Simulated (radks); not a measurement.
Problem. The barium ion Ba47+, configuration [He] 2s2 2p4 3p1 (not the ground configuration). Calculated with a radial shooting solver on a logarithmic mesh with Libxc functionals: Dirac Kohn-Sham, RPBE, spin-unpolarised, spherical densities, finite nucleus; open shells are shared between the two j in proportion to 2j + 1; Fermi nuclear charge, rms radius 4.8378 fm.

Spin-orbit splittings of the eigenvalues, e(l+1/2) - e(l-1/2), with zeta = 2 splitting/(2l+1) and mean radii in bohr:

shell  occ.  splitting (eV)  zeta (eV)  <r> j=l-1/2  <r> j=l+1/2
2p        4               ?          ?      0.08870      0.09424
3p        1           111.8      74.50       0.2366       0.2447
3d        0           29.04      11.62       0.2091       0.2117

Estimate the 2p splitting.

Solution. 411.6 eV (zeta = 274.4 eV).
